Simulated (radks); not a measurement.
Pm48+, 13 electrons, occupied as [Ne] 3s2 3d1 (not the ground configuration).

All-electron calculation, Dirac Kohn-Sham, BLYP, spin-unpolarised, spherical densities, finite nucleus; open shells are shared between the two j in proportion to 2j + 1; Fermi nuclear charge, rms radius 4.962 fm. Program: a radial shooting solver on a logarithmic mesh with Libxc functionals.

Energy parts (eV):
| part | energy |
|---|---|
| total | -209957.42 |
| kinetic | 230655.20 |
| electron-nucleus | -459610.18 |
| Hartree | 22255.98 |
| exchange-correlation | -3258.43 |

Orbitals (lengths in bohr, moments of r in powers of bohr):
orbital  occ.  eigenvalue (eV)      <r^4>  small-component weight
1s1/2       2        -48369.20  1.412e-06                5.13e-02
2s1/2       2        -10501.08  0.0002115                1.16e-02
2p1/2       2        -10162.81  0.0001302                1.16e-02
2p3/2       4        -9583.308  0.0001647                1.08e-02
3s1/2       2        -4237.305   0.005729                4.50e-03
3d3/2     0.4        -3797.641   0.003412                4.08e-03
3d5/2     0.6        -3761.076   0.003576                4.03e-03

The highest occupied level is 3d5/2 at -3761.1 eV. The density falls to 0.001 e/bohr^3 at r = 0.65 bohr. Summed over all electrons, <r^2> = 0.2483 bohr^2, which gives a Langevin (diamagnetic) susceptibility term of -0.197 x 10^-6 cm^3/mol.
